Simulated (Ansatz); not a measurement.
Two isomers of C2H8AlBSi: A = `B/C=[CH]/[AlH][SiH3]`, B = `[AlH2][SiH]1CBC1`.

Computed with Ansatz on PBE0-D4/def2-TZVP structures; ΔE is electronic, products minus reactants. CCSD(T)/CBS is the MP2 limit (def2-TZVPP, def2-QZVPP) plus CCSD(T) − MP2 in def2-TZVPP, frozen cores. Functionals use def2-TZVPP. B3LYP here is the variant with VWN-RPA as its local correlation; programs differ in this. Each species was taken in one conformer, which may not be the lowest.

(1) Which is lower in electronic energy at CCSD(T)/CBS, and by how much? (An estimate is asked.)

(2) Give E(B) − E(A) in kJ/mol with MP2/def2-TZVPP, ωB97M-V, PBE0-D4, B2PLYP, PBE-D4, B3LYP, CCSD(T)/def2-TZVPP. (Estimate.)

Largest T1 diagnostic: 0.013.

Results:

(1) The calculation gave: B, by 88.0 kJ/mol.

(2) Ansatz gave: MP2/def2-TZVPP -100.3, ωB97M-V -95.5, PBE0-D4 -110.3, B2PLYP -76.3, PBE-D4 -108.2, B3LYP -67.0, CCSD(T)/def2-TZVPP -83.7. None reverses the order clearly.

In def2-TZVPP, CCSD(T) changes the Hartree–Fock value by −52.3 kJ/mol (the triples alone add −5.2 kJ/mol) and MP2 by −68.9 kJ/mol. The D4 term adds −5.8 kJ/mol with B3LYP and −2.8 kJ/mol with PBE0; it sums over pairs of atoms, weighted by their polarisabilities, and B3LYP, whose exchange is more repulsive, gets the larger term.
